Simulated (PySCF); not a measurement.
# Computed spin Hamiltonian

Species: C5H8NO (doublet state).
Cartesian coordinates in Å at the GFN2-xTB level; atoms count from 1:
```xyz
15
C5H8NO angstrom
C      2.5595   -0.0752    0.0131
C      1.1855    0.1606   -0.5745
O      0.9345    1.1020   -1.3147
N      0.3317   -0.8440   -0.3113
C     -1.0036   -0.7961   -0.1852
C     -1.7000    0.2400    0.7288
C     -1.8723    0.3778   -0.7216
H      3.2190   -0.4269   -0.7779
H      2.5180   -0.8214    0.8004
H      2.9548    0.8636    0.3930
H     -1.4647   -1.7782   -0.2227
H     -1.0388    0.9293    1.2326
H     -2.5121   -0.1374    1.3317
H     -2.7999    0.0726   -1.1814
H     -1.3159    1.1414   -1.2437
```

The hyperfine couplings belong to this conformer and change with its torsions.

As a line formula: `CC(=O)[N]C1CC1` [radical].

Computed, not measured: UKS B3LYP, pcH-1 on C H N O, non-relativistic, mean-field spin-orbit, GIAO in PySCF. One conformer (not necessarily the lowest) at the GFN2-xTB geometry, without solvent, vibrations or thermal averaging. GFN2-xTB frequencies show an imaginary mode (23i cm⁻¹), so this geometry is no minimum at that level. A GFN2-xTB geometry isn't a minimum of the functional, and hyperfine couplings can be far from their values at a DFT geometry. The frame is twisted about the C2–N4 bond at this geometry (dihedral O3–C2–N4–C5 = -36°); couplings at other torsion angles weren't computed. Stability of the SCF solution: not tested.

```
g1, g2, g3                      : 2.00322, 2.00355, 2.00895
g_iso                           : 2.00524
Form of g                       : close to axial: the two nearest values differ by 6 % of g3 − g1
⟨S²⟩                            : 0.7573 (exact 0.7500)
α and β electrons               : 27, 26
HOMO–LUMO gap, α and β orbitals : 6.75, 3.20 eV
Basis functions                 : 255
```

Isotropic coupling and dipolar principal values T1 to T3, in MHz; ρ(0) is the spin density at the nucleus:

```tsv
atom	isotope	a_iso	T1	T2	T3	Mulliken spin population	ρ(0) (bohr⁻³)
C1	13C	3.6	-2.2	-1.4	3.7	0.01	0.0032
C2	13C	-17.9	-9.5	0.6	8.9	-0.05	-0.0159
O3	17O	-11.2	-50.6	23.8	26.8	0.15	0.0184
N4	14N	34.7	-31.8	-30.9	62.7	0.65	0.1074
C5	13C	-25.1	-8.0	-3.0	11.0	-0.02	-0.0223
C6	13C	31.7	-11.4	-11.2	22.5	0.10	0.0282
C7	13C	35.8	-15.2	-15.1	30.3	0.15	0.0319
H8	1H	6.2	-2.1	-1.5	3.6	0.00	0.0014
H9	1H	9.7	-4.8	-2.5	7.3	0.00	0.0022
H10	1H	-3.2	-1.7	-1.4	3.1	0.00	-0.0007
H11	1H	-5.1	-5.2	-2.5	7.7	0.00	-0.0011
H12	1H	-1.6	-6.6	-0.2	6.8	0.00	-0.0004
H13	1H	11.4	-6.0	-1.6	7.6	0.00	0.0025
H14	1H	14.3	-7.8	-1.3	9.1	0.01	0.0032
H15	1H	-8.0	-8.6	1.3	7.3	-0.01	-0.0018
```

Largest spin populations (Mulliken): N4 (+0.65), C7 (+0.15), O3 (+0.15) and C6 (+0.10).

Axes: g3 points within 6° of the C7–H15 bond.

Under fast tumbling the dipolar parts average out, and these isotropic splittings remain: 1 × 14N (N4, I = 1, 3 lines) with 1.24 mT, 2 × 1H (H13/H14, I = 1/2, 3 lines) with 0.46 mT, 1 × 1H (H11, I = 1/2, 2 lines) with 0.18 mT, 2 × 1H (H12/H15, I = 1/2, 3 lines) with 0.17 mT and 3 × 1H (H8/H9/H10, I = 1/2, 4 lines) with 0.15 mT.

Class means assume fast exchange of nuclei equivalent by connectivity; if that motion is slow, each nucleus keeps its own coupling. The three 1H nuclei of mean +4.2 MHz run from -3.2 to 9.7 MHz in the frozen geometry. The 1H value of -4.8 MHz is a mean of couplings from -8.0 to -1.6 MHz in this one geometry, not an average over conformers.

The 17O coupling of O3 (-11.2 MHz) shows only in satellite lines or after enrichment, since that isotope makes up about 0.038 % of natural oxygen.

The 13C coupling of C6/C7 (mean 33.8 MHz) shows only in satellite lines or after enrichment, since that isotope makes up about 1.07 % of natural carbon.

β density exceeds α density at some nuclei, such as C5 (-0.0223), C2 (-0.0159) and H11 (-0.0011), spin density in bohr⁻³. In a single determinant that takes different orbitals for the two spins, that is spin polarisation.

On one thread, Intel Xeon 6975P-C (x86_64), no GPU, on a shared host, this took 38 s of wall time (with the writing of density and orbital grids) and 0.95 GiB of memory at its peak.
